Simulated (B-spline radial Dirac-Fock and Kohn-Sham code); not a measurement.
# Kohn-Sham estimates against Dirac-Fock for the levels of Cr⁵⁺

System: chromium as Cr⁵⁺, 1s2 2s2 2p6 3s2 3p6 3d1.

The density-functional columns are spherical, spin-unpolarised Dirac-Kohn-Sham results without Breit or QED terms: −ε is minus the orbital energy of the initial state and ΔSCF the difference of two total energies. The reference in the last column comes from Dirac-Fock ΔSCF + Breit + QED. All numbers are from a radial B-spline solver, in eV; a selection of levels is shown.

```csv
level,LDA −ε,LDA ΔSCF,PBE −ε,PBE ΔSCF,Dirac-Fock
K,5951.6,6100.5,5965.7,6115.1,6091.7
L1,754.2,784.3,755.7,785.7,803.8
L2,654.5,689.1,654.8,689.4,689.2
L3,645.9,680.1,646.2,680.4,680.7
M1,154.4,166.5,154.8,166.9,172.8
M2,125.9,137.7,126.0,137.8,136.7
M3,124.7,136.5,124.8,136.5,135.6
"M4,5",79.41,90.83,79.11,90.51,89.53
```

Task: Order the estimates of the K (1s) level by their distance from the Dirac-Fock value, nearest first.
A. PBE ΔSCF
B. LDA −ε
C. LDA ΔSCF
D. PBE −ε

Result: C (8.8 eV), A (23.4 eV), D (126.0 eV), B (140.1 eV).

Values without a named source are computed, but for edge energies of neutral atoms, which are taken from tables.
